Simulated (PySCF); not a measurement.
B(H)(OH)(SMe) (CH5BOS), SMILES CSBO.

Coordinates come from a B3LYP-D3(BJ)/def2-SVP optimisation. Other conformers were not sampled.

Method: PySCF with r2SCAN/def2-TZVP.

Isolated molecule, no solvent.

Computed frontier levels, gap, dipole moment and polarisability:
- highest occupied level = -6.20 eV
- lowest empty level = -0.53 eV
- orbital gap = 5.66 eV
- dipole moment = 0.385 e·Å
- quadrupole, principal values (traceless, Buckingham form, about the centre of nuclear charge) = -5.26, -3.69, 8.95 D·Å
- mean static polarisability = 50.6 bohr³ (7.50 Å³)
- polarisability, principal values = 37.5, 50.9, 63.4 bohr³
